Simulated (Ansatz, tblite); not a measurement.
Cost and result up the ladder for NaPb₂⁻ (the lowest singlet isomer of a short search) (3 atoms). The state is a singlet with charge -1. Geometry: B3LYP-D4/def2-TZVPD.

```xyz
3

Na    0.196   -1.430   -1.156
Pb    0.164    1.607   -0.481
Pb   -0.360   -0.177    1.637
```

Ansatz on 4 threads of Arm Neoverse V2 on a shared host; xTB runs through tblite on one thread. Times are rough, summed over both states, and most runs start from the orbitals of an earlier one. PBE0-D4/def2-TZVPD serves as the yardstick here, not as an exact answer. The other state is a doublet.

In the def2 sets Pb takes a core potential; there is no spin–orbit coupling. The xTB rows come from tblite. The structure comes from a short search, and lower isomers may exist.

Run but left out: HF/def2-TZVPPD (singlet: restricted singlet, unstable towards broken spin symmetry); MP2/def2-TZVPPD, CCSD/def2-TZVPPD, CCSD(T)/def2-TZVPPD (neutral doublet: ⟨S²⟩ 2.13, where a pure state has 0.75).

Raw xTB energies of ions are shifted by several eV.

```tsv
level	functions	wall time	vertical IE (eV)	difference from PBE0-D4/def2-TZVPD (eV)	remarks
GFN1-xTB	12	0.002 s	5.57	4.16	–
GFN2-xTB	12	0.002 s	4.01	2.60	–
PBE-D4/def2-TZVPD	147	7.4 s	1.52	0.10	HOMO above zero (-1 singlet)
PBE0-D4/def2-TZVPD	147	11 s	1.41	0.00	–
r2SCAN-D4/def2-TZVPD	147	19 s	1.43	0.02	HOMO above zero (-1 singlet)
```
